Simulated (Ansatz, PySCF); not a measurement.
Gas-phase reaction R1 → 2 P1, each structure at its B3LYP-D3(BJ)/def2-TZVP stationary point, reached from a drawn start (curvature not checked).
P1: BCl2 (SMILES Cl[B]Cl), charge 0, multiplicity 2.
R1, B2Cl4 (SMILES ClB(Cl)B(Cl)Cl) (charge 0, multiplicity 1):
```xyz
6

Cl    -0.612     1.073    -1.944
B      0.199    -0.003    -0.832
Cl     1.423    -1.085    -1.451
B     -0.199     0.003     0.832
Cl    -1.423     1.085     1.451
Cl     0.612    -1.073     1.944
```

```tsv
level	reaction energy (kcal/mol)	minus CCSD(T)/cc-pV(Q+d)Z	cost
HF/cc-pV(T+d)Z	73.74	-26.02	-
SVWN5/def2-TZVPP	108.45	8.68	×0.8
PBE/def2-TZVPP	93.99	-5.78	×1
PBE-D3(BJ)/def2-TZVPP	96.28	-3.48	×1
PBE-D4/def2-TZVPP	96.66	-3.10	×1
BLYP/def2-TZVPP	89.53	-10.24	×1
BLYP-D4/def2-TZVPP	95.07	-4.69	×1
revPBE-D3(BJ)/def2-TZVPP	93.67	-6.10	×1
revPBE-D4/def2-TZVPP	94.70	-5.06	×1
r2SCAN/def2-TZVPP	91.00	-8.77	×2
r2SCAN-D3(BJ)/def2-TZVPP	91.77	-8.00	×2
r2SCAN-D4/def2-TZVPP	91.72	-8.04	×2
B97M-V/def2-TZVPP	99.35	-0.42	×2
B3LYP-D3(BJ)/def2-TZVPP	96.81	-2.96	×2
B3LYP-D4/def2-TZVPP	96.87	-2.90	×2
PBE0/def2-TZVPP	94.81	-4.96	×2
PBE0-D3(BJ)/def2-TZVPP	97.04	-2.72	×2
PBE0-D4/def2-TZVPP	97.19	-2.57	×2
BHLYP/def2-TZVPP	93.69	-6.07	×2
BHLYP-D3(BJ)/def2-TZVPP	97.13	-2.63	×2
BHLYP-D4/def2-TZVPP	97.32	-2.44	×2
M06-2X/def2-TZVPP	97.35	-2.41	-
CAM-B3LYP/def2-TZVPP	95.55	-4.21	×2
CAM-B3LYP-D3(BJ)/def2-TZVPP	97.90	-1.86	×2
CAM-B3LYP-D4/def2-TZVPP	98.07	-1.70	×2
wB97M-V/def2-TZVPP	103.35	3.59	×3
B2PLYP/def2-TZVPP	96.07	-3.69	×2
B2PLYP-D3(BJ)/def2-TZVPP	98.25	-1.51	×2
B2PLYP-D4/def2-TZVPP	98.02	-1.74	×2
MP2/cc-pV(D+d)Z	97.91	-1.85	-
MP2/cc-pV(T+d)Z	101.09	1.32	-
MP2/cc-pV(Q+d)Z	102.16	2.40	-
SCS-MP2/cc-pV(D+d)Z	97.60	-2.16	-
SCS-MP2/cc-pV(Q+d)Z	102.38	2.62	-
CCSD/cc-pV(D+d)Z	95.09	-4.67	-
CCSD/cc-pV(T+d)Z	97.19	-2.57	-
CCSD/cc-pV(Q+d)Z	97.75	-2.01	-
CCSD(T)/cc-pV(D+d)Z	96.40	-3.36	×4
CCSD(T)/cc-pV(T+d)Z	99.06	-0.70	×10
CCSD(T)/cc-pV(Q+d)Z	99.76	0.00	×60*
```

 The comparison column counts from a level with limits of its own.

P less R. No zero-point or thermal terms; singlets are restricted closed shells; open shells are unrestricted. One arrangement of each flexible species, with no search for the lowest.

Correlated levels freeze the cores.

Codes used: Ansatz (a first-principles code); PySCF for M06-2X and the D3/D4 terms. All values are computed, each at the level named.

Costs are rough ratios of core time to PBE/def2-TZVPP (about 8 s over the structures, on one shared machine); a dash marks a level with no comparable run of its own. A star marks coupled-cluster runs past 200 virtual orbitals, where the program's memory plan changes under this machine's limit, so their costs aren't comparable with smaller runs.
